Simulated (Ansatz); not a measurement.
Born–Oppenheimer molecular dynamics of CH6BClN2 (11 atoms, charge 0, multiplicity 1). It starts from a rough guess of a transition structure, not a stationary point.

These are results of UKS PBE/6-31G* (Ansatz 0.2.0), not measurements.

```
ensemble                      : NVE (velocity Verlet)
time step                     : 0.5 fs
steps asked                   : 150
starting velocities drawn for : 1000 K
seed                          : 17239
```

Frames 1 fs apart, positions in Å, forces in eV/Å.

Velocities at 10 fs (Å/ps):

```
B -5.61 17.07 -13.03
N 0.78 1.13 5.77
C -6.61 -11.08 -5.01
N 7.30 -3.83 8.21
H 83.49 39.22 43.45
Cl -2.36 -2.42 -0.15
H 15.98 -22.56 4.58
H -3.04 74.17 -42.35
H 3.06 -19.69 -4.27
H 1.38 4.33 -6.25
H 8.60 -4.05 15.20
```

```xyz
11
Properties=species:S:1:pos:R:3:forces:R:3 time_fs=10 energy_less_start_eV=-0.384 T=1330
B 0.233 -0.964 0.806 -1.22 2.72 -1.40
N -0.335 0.579 0.138 0.36 -1.72 1.16
C -0.627 0.652 -1.289 0.54 -3.18 -0.17
N 1.417 -0.472 1.323 -0.02 -2.79 0.61
H 1.309 0.442 1.014 0.53 3.13 -0.49
Cl -0.713 -2.472 0.818 0.51 0.37 0.04
H -1.246 0.644 0.572 -0.77 0.38 0.74
H 0.301 0.297 -1.783 -0.09 0.88 -0.51
H -1.107 1.525 -1.717 0.29 0.94 0.21
H -1.308 -0.189 -1.507 -0.50 -0.06 -0.59
H 2.235 -0.727 1.843 0.37 -0.65 0.40
11
Properties=species:S:1:pos:R:3:forces:R:3 time_fs=11 energy_less_start_eV=-0.691 T=1592
B 0.227 -0.946 0.792 -0.76 2.89 -1.14
N -0.334 0.580 0.144 0.84 -1.95 0.54
C -0.634 0.639 -1.294 0.83 -2.44 0.11
N 1.425 -0.477 1.332 -0.03 -0.78 0.05
H 1.395 0.494 1.056 0.31 0.90 -0.02
Cl -0.715 -2.475 0.818 0.63 0.61 0.01
H -1.234 0.623 0.580 -1.23 0.44 0.83
H 0.298 0.375 -1.827 -0.03 0.45 -0.25
H -1.103 1.510 -1.720 -0.03 1.19 0.26
H -1.310 -0.186 -1.516 -0.57 -0.47 -0.65
H 2.245 -0.734 1.860 0.05 -0.84 0.27
11
Properties=species:S:1:pos:R:3:forces:R:3 time_fs=12 energy_less_start_eV=-0.842 T=1722
B 0.220 -0.925 0.778 -0.29 2.95 -0.82
N -0.333 0.579 0.150 0.70 -2.13 0.17
C -0.639 0.625 -1.299 1.00 -1.52 0.14
N 1.432 -0.482 1.340 0.33 1.27 -0.27
H 1.483 0.554 1.097 -0.15 -1.39 0.30
Cl -0.717 -2.477 0.818 0.75 0.85 -0.02
H -1.234 0.607 0.596 -1.10 0.46 0.62
H 0.294 0.457 -1.874 -0.10 0.02 0.09
H -1.099 1.507 -1.721 -0.24 1.12 0.44
H -1.316 -0.187 -1.532 -0.52 -0.70 -0.68
H 2.255 -0.750 1.879 -0.38 -0.93 0.04
11
Properties=species:S:1:pos:R:3:forces:R:3 time_fs=13 energy_less_start_eV=-0.839 T=1720
B 0.213 -0.901 0.762 0.17 2.88 -0.45
N -0.331 0.576 0.157 0.08 -2.26 0.02
C -0.644 0.610 -1.304 0.98 -0.53 -0.05
N 1.440 -0.486 1.349 0.75 2.44 -0.32
H 1.570 0.602 1.141 -0.67 -2.79 0.34
Cl -0.719 -2.479 0.818 0.85 1.09 -0.06
H -1.244 0.594 0.618 -0.49 0.45 0.18
H 0.289 0.540 -1.920 -0.27 -0.41 0.48
H -1.098 1.514 -1.717 -0.33 0.74 0.70
H -1.327 -0.194 -1.554 -0.30 -0.68 -0.63
H 2.262 -0.774 1.899 -0.78 -0.94 -0.20
11
Properties=species:S:1:pos:R:3:forces:R:3 time_fs=14 energy_less_start_eV=-0.780 T=1671
B 0.206 -0.875 0.747 0.60 2.67 -0.04
N -0.329 0.573 0.164 -0.67 -2.34 -0.08
C -0.649 0.594 -1.309 0.80 0.39 -0.36
N 1.448 -0.489 1.357 0.97 2.83 -0.27
H 1.651 0.623 1.189 -1.08 -3.36 0.22
Cl -0.721 -2.481 0.818 0.95 1.33 -0.11
H -1.259 0.587 0.642 0.23 0.43 -0.29
H 0.282 0.618 -1.961 -0.46 -0.82 0.87
H -1.099 1.528 -1.707 -0.35 0.20 0.94
H -1.341 -0.208 -1.581 0.06 -0.42 -0.49
H 2.261 -0.807 1.917 -1.04 -0.90 -0.38
11
Properties=species:S:1:pos:R:3:forces:R:3 time_fs=15 energy_less_start_eV=-0.756 T=1651
B 0.200 -0.847 0.731 1.03 2.31 0.42
N -0.327 0.567 0.170 -1.27 -2.33 -0.28
C -0.652 0.578 -1.314 0.50 1.17 -0.61
N 1.456 -0.490 1.365 0.90 2.66 -0.25
H 1.722 0.613 1.238 -1.35 -3.28 0.02
Cl -0.722 -2.482 0.817 1.02 1.54 -0.15
H -1.272 0.583 0.662 0.76 0.40 -0.65
H 0.270 0.689 -1.994 -0.57 -1.19 1.15
H -1.104 1.544 -1.688 -0.36 -0.34 1.09
H -1.355 -0.226 -1.614 0.45 -0.06 -0.29
H 2.251 -0.849 1.931 -1.12 -0.87 -0.46
11
Properties=species:S:1:pos:R:3:forces:R:3 time_fs=16 energy_less_start_eV=-0.813 T=1699
B 0.195 -0.816 0.715 1.48 1.78 0.93
N -0.327 0.560 0.177 -1.62 -2.17 -0.62
C -0.655 0.564 -1.320 0.17 1.78 -0.69
N 1.466 -0.489 1.372 0.50 1.91 -0.29
H 1.780 0.572 1.287 -1.40 -2.57 -0.21
Cl -0.724 -2.483 0.817 1.08 1.73 -0.20
H -1.277 0.583 0.677 1.01 0.37 -0.83
H 0.253 0.748 -2.017 -0.55 -1.47 1.29
H -1.112 1.556 -1.658 -0.38 -0.77 1.11
H -1.364 -0.244 -1.649 0.77 0.27 -0.06
H 2.230 -0.899 1.941 -1.06 -0.86 -0.45
11
Properties=species:S:1:pos:R:3:forces:R:3 time_fs=17 energy_less_start_eV=-0.909 T=1780
B 0.191 -0.784 0.701 1.96 1.07 1.48
N -0.327 0.552 0.183 -1.73 -1.84 -1.13
C -0.658 0.550 -1.326 -0.14 2.21 -0.54
N 1.475 -0.486 1.380 -0.30 0.29 -0.35
H 1.824 0.506 1.335 -1.07 -0.96 -0.42
Cl -0.724 -2.483 0.817 1.13 1.89 -0.24
H -1.273 0.587 0.684 0.94 0.35 -0.83
H 0.231 0.793 -2.027 -0.39 -1.63 1.27
H -1.124 1.562 -1.618 -0.42 -1.04 1.00
H -1.366 -0.260 -1.685 0.95 0.49 0.16
H 2.199 -0.957 1.947 -0.93 -0.84 -0.40
11
Properties=species:S:1:pos:R:3:forces:R:3 time_fs=18 energy_less_start_eV=-0.921 T=1789
B 0.188 -0.751 0.687 2.48 0.20 2.06
N -0.329 0.542 0.188 -1.62 -1.31 -1.81
C -0.661 0.539 -1.333 -0.43 2.46 -0.16
N 1.484 -0.484 1.387 -1.61 -2.39 -0.46
H 1.859 0.432 1.378 -0.13 1.62 -0.53
Cl -0.725 -2.483 0.817 1.15 2.01 -0.27
H -1.260 0.594 0.683 0.56 0.34 -0.63
H 0.205 0.823 -2.025 -0.07 -1.63 1.08
H -1.141 1.557 -1.569 -0.47 -1.12 0.78
H -1.359 -0.271 -1.719 0.97 0.54 0.33
H 2.159 -1.024 1.949 -0.84 -0.74 -0.39
11
Properties=species:S:1:pos:R:3:forces:R:3 time_fs=19 energy_less_start_eV=-0.818 T=1704
B 0.188 -0.718 0.676 3.02 -0.83 2.65
N -0.331 0.531 0.192 -1.32 -0.60 -2.64
C -0.665 0.529 -1.340 -0.71 2.51 0.47
N 1.493 -0.483 1.394 -3.05 -5.05 -0.66
H 1.893 0.374 1.417 1.07 4.02 -0.42
Cl -0.725 -2.482 0.816 1.17 2.09 -0.29
H -1.242 0.604 0.676 -0.08 0.37 -0.27
H 0.178 0.837 -2.012 0.40 -1.45 0.71
H -1.161 1.542 -1.512 -0.53 -1.02 0.47
H -1.343 -0.277 -1.750 0.84 0.43 0.43
H 2.110 -1.097 1.947 -0.80 -0.47 -0.45
11
Properties=species:S:1:pos:R:3:forces:R:3 time_fs=20 energy_less_start_eV=-0.797 T=1685
B 0.191 -0.685 0.667 3.55 -1.97 3.23
N -0.335 0.520 0.194 -1.03 0.26 -3.50
C -0.669 0.522 -1.346 -0.98 2.39 1.27
N 1.499 -0.485 1.400 -3.43 -5.33 -0.83
H 1.936 0.352 1.452 1.32 3.86 -0.23
Cl -0.725 -2.481 0.816 1.17 2.11 -0.31
H -1.225 0.618 0.667 -0.79 0.42 0.14
H 0.156 0.838 -1.993 0.97 -1.09 0.23
H -1.187 1.517 -1.450 -0.59 -0.78 0.10
H -1.319 -0.280 -1.777 0.57 0.15 0.46
H 2.055 -1.175 1.941 -0.76 -0.02 -0.56
11
Properties=species:S:1:pos:R:3:forces:R:3 time_fs=21 energy_less_start_eV=-0.841 T=1720
B 0.196 -0.655 0.661 4.03 -3.13 3.75
N -0.339 0.509 0.193 -1.04 1.20 -4.18
C -0.673 0.516 -1.351 -1.14 2.17 2.08
N 1.503 -0.492 1.406 -2.52 -3.35 -0.78
H 1.991 0.366 1.484 0.29 1.37 -0.21
Cl -0.725 -2.479 0.815 1.17 2.09 -0.30
H -1.215 0.636 0.659 -1.21 0.45 0.44
H 0.142 0.828 -1.972 1.48 -0.64 -0.25
H -1.218 1.485 -1.388 -0.63 -0.44 -0.29
H -1.289 -0.280 -1.800 0.21 -0.25 0.40
H 1.992 -1.253 1.929 -0.64 0.53 -0.65
```

Of the whole run (75 fs, mean temperature of the second half 1477 K): The conserved energy stayed within 0.45 meV per atom of its start (net change -0.37 meV per atom), so the integration is sound. The kinetic energy rose, since the run started high on the potential surface and went downhill. A run of 0.075 ps of so small a system gives no equilibrium averages. The orbitals were unrestricted but ended closed-shell.

The run took 11 min on 2 threads of Arm Neoverse N1 (shared host), peak memory 0.17 GiB.
